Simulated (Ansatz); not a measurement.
Relaxation of B₆H₂ with RKS PBE0-D4/def2-SVP.

```sh
$ ansatz run in.yaml --threads 4 --pin off --events-out ev --progress --plain --max-ram 3916MiB
```

```yaml
crystal:
  periodic: [false, false, false]
  atoms:
    - {symbol: B, position_ang: [1.245070, -0.912900, 0.610960]}
    - {symbol: B, position_ang: [-0.246790, 0.870340, 0.546490]}
    - {symbol: B, position_ang: [-0.131530, -0.038480, -1.046260]}
    - {symbol: B, position_ang: [-0.175690, -1.441560, 0.807430]}
    - {symbol: B, position_ang: [-1.120090, -0.455000, 0.179220]}
    - {symbol: B, position_ang: [1.150940, 0.387300, -0.137050]}
    - {symbol: H, position_ang: [-0.483860, 1.783660, 1.242290]}
    - {symbol: H, position_ang: [-0.238040, -0.193380, -2.203080]}
basis:
  gaussian: {orbitals: def2-SVP}
hamiltonian: {xc: pbe0, dispersion: d4}
scf: {omitted_lower_state_checks: [starts]}
output: {orbitals: {seedname: orbitals}}
relax: {f_tol: 0.02, max_steps: 100}
```

It took 6.5 s on 4 threads of Arm Neoverse V2 on a shared host.

Positions (Å) and forces (eV/Å) at steps 1, 2, 3, 4, 5 of 5:

```xyz
8
step=1 energy=-4074.5346 eV
B     1.245   -0.913    0.611    1.397   -0.190    0.212
B    -0.247    0.870    0.546    0.220   -0.331    0.717
B    -0.132   -0.038   -1.046    0.287   -0.781   -0.059
B    -0.176   -1.442    0.807   -0.851   -1.016    0.522
B    -1.120   -0.455    0.179   -1.760    0.340   -0.301
B     1.151    0.387   -0.137    0.993    1.357   -0.707
H    -0.484    1.784    1.242   -0.186    0.628    0.380
H    -0.238   -0.193   -2.203   -0.100   -0.007   -0.763
8
step=2 energy=-4074.7548 eV
B     1.259   -0.896    0.603    0.245   -0.152    0.106
B    -0.232    0.845    0.586    0.086   -0.080    0.371
B    -0.114   -0.086   -1.044    0.116   -0.361   -0.113
B    -0.199   -1.437    0.806   -0.057   -0.261    0.146
B    -1.165   -0.443    0.169   -0.845    0.114   -0.121
B     1.174    0.423   -0.157    0.513    0.617   -0.317
H    -0.486    1.795    1.263   -0.043    0.153    0.128
H    -0.237   -0.202   -2.226   -0.015   -0.029   -0.200
8
step=3 energy=-4074.8148 eV
B     1.252   -0.866    0.585   -0.082    0.042   -0.030
B    -0.219    0.826    0.621    0.005   -0.015   -0.033
B    -0.099   -0.126   -1.044   -0.007    0.022    0.033
B    -0.218   -1.410    0.792    0.026    0.083   -0.048
B    -1.214   -0.422    0.154   -0.027   -0.051    0.025
B     1.193    0.470   -0.183    0.057   -0.018    0.016
H    -0.474    1.779    1.313    0.015   -0.046   -0.009
H    -0.220   -0.250   -2.237    0.013   -0.017    0.046
8
step=4 energy=-4074.8166 eV
B     1.249   -0.859    0.581   -0.069   -0.004   -0.004
B    -0.219    0.824    0.619    0.009   -0.030   -0.029
B    -0.099   -0.125   -1.041    0.001    0.008    0.041
B    -0.220   -1.403    0.787    0.052    0.043   -0.020
B    -1.222   -0.420    0.152    0.004   -0.002    0.000
B     1.197    0.476   -0.186   -0.003   -0.004    0.003
H    -0.470    1.769    1.320    0.003   -0.014   -0.010
H    -0.215   -0.262   -2.232    0.002    0.002    0.018
8
step=5 energy=-4074.8170 eV
B     1.246   -0.856    0.579   -0.004    0.001   -0.001
B    -0.218    0.821    0.617    0.000    0.004    0.003
B    -0.099   -0.125   -1.038   -0.002   -0.001   -0.004
B    -0.221   -1.399    0.784    0.002    0.004   -0.003
B    -1.225   -0.418    0.151   -0.009   -0.012    0.006
B     1.198    0.479   -0.188    0.016   -0.003    0.003
H    -0.468    1.764    1.321   -0.001    0.000   -0.006
H    -0.214   -0.265   -2.227   -0.001    0.006    0.003
```

The restricted singlet is unstable towards broken spin symmetry in Hartree–Fock (as tested in another run); at PBE0-D4/def2-SVP this wasn't settled. Another isomer (singlet) lies 1.56 eV lower at PBE0-D4/def2-TZVP; other spin states weren't run for this one.
